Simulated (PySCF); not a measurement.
HO3V, SMILES [O]=[V](=[O])[OH], multiplicity 1. Atoms are numbered in the order given.

```xyz
5

V     -0.0734     0.2030     0.0000
O     -0.8730    -0.2121     1.2809
O     -0.8730    -0.2121    -1.2809
O      1.6576    -0.0736     0.0000
H      2.3955    -0.6862     0.0000
```
Charge 0, spin multiplicity 1.

Geometry optimised at PBE0-D3(BJ)/def2-SVP. A frequency run showed that this geometry is not a minimum. The multiplicity is an assumed one; other spin states were not compared. One conformer was computed; it need not be the lowest.

Two levels are set side by side: PBE/pcSseg-1 (PySCF) and B3LYP/pcSseg-1 (PySCF). GIAO shifts against H2O (¹⁷O), TMS (¹H) at the same level; non-relativistic, no solvent, atoms listed together averaged. Differences are taken from unrounded values.

| quantity | B3LYP |
|---|---|
| δ(¹⁷O) of O2, O3 (ppm) | 1513.0 |
| δ(¹⁷O) of O4 (ppm) | 312.5 |
| δ(¹H) of H5 (ppm) | 7.04 |

Q: What does PBE give, and how far is it from B3LYP? (Estimate from the structure and the level; the computed values follow.)

A: 
```tsv
quantity	PBE	PBE minus B3LYP
δ(¹⁷O) of O2, O3 (ppm)	1290.0	-223.1
δ(¹⁷O) of O4 (ppm)	313.9	1.4
δ(¹H) of H5 (ppm)	7.03	0.00
```

Rough cost on one machine, each run with all the roots and properties that it gave: B3LYP against PBE within a factor of 2.
